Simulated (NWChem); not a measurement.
System: CH₆N cation; SMILES [NH3+]C

The following NWChem deck was run.

```
start job
memory heap 200 mb stack 900 mb global 1100 mb
charge 1
geometry units angstroms noautosym nocenter noautoz
  C      0.000000     0.000000     0.814573
  N      0.000000     0.000000    -0.702497
  H     -1.016838     0.195558     1.154755
  H      0.677777     0.782828     1.154755
  H      0.339061    -0.978386     1.154755
  H     -0.625345    -0.723642    -1.080310
  H      0.939365    -0.179744    -1.080310
  H     -0.314020     0.903386    -1.080310
end
basis spherical
  * library pcsseg-1
end
dft
  xc pbe0
  iterations 150
end
property
  shielding 4 1 2 3 6
  efieldgrad
end
task dft property
```

Coordinates come from a B3LYP/6-31G* (spherical d) optimisation.

GIAO values for the isolated, static molecule; σ is the absolute isotropic shielding, δ = σ(reference) − σ with the isolated reference molecule computed at the same levels (13C: tetramethylsilane, 1H: tetramethylsilane, 15N: ammonia).

Atoms are numbered as in the input.

Question: What results follow from this input? (PBE0/pcSseg-1, GIAO.) Quantities: δ C1 (ppm); δ N2 (ppm); δ H3 (ppm); δ H6 (ppm).

Answer: 
```yaml
"δ C1 (ppm)": 35.3
"δ N2 (ppm)": 44.7
"δ H3 (ppm)": 3.59
"δ H6 (ppm)": 4.63
```
